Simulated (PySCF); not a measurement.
**Electronic structure of Cu⁺ (copper, charge +1) at the UHF level**

Configuration: [Ar] 3d10, closed-shell 1S. Computed with PySCF 2.14 in def2-TZVP (6s4p4d1f, 45 functions), with no relativity, point nucleus.

| Quantity | Value |
| --- | --- |
| Total energy | -1638.686359 hartree |
| One-electron energy | -2280.6415 hartree |
| Hartree (Coulomb) energy | 707.6306 hartree |
| Exchange energy | -65.6754 hartree |
| Kinetic energy | 1638.62694 hartree |
| ⟨S²⟩ | 0.0000 |
| ⟨L²⟩ | 0.000 |
| Sum of ⟨r⟩ | 17.61 bohr |
| Sum of ⟨r²⟩ | 18.61 bohr² |
| Density at the nucleus (Gaussians lack the cusp) | 16200 bohr⁻³ |
| Langevin diamagnetic susceptibility | -14.7 ×10⁻⁶ cm³/mol |
| Time after the integrals | 0.1 s of wall time on 1 thread of Neoverse-V2 (shared host) |

```tsv
shell	electrons	mean orbital energy (eV)	rms radius, mean of both spins (bohr)
1s	2	-8955.6	0.0612
2s	2	-1119.3	0.258
2p	6	-977.79	0.230
3s	2	-144.99	0.777
3p	6	-99.191	0.824
3d	10	-22.084	1.13
```
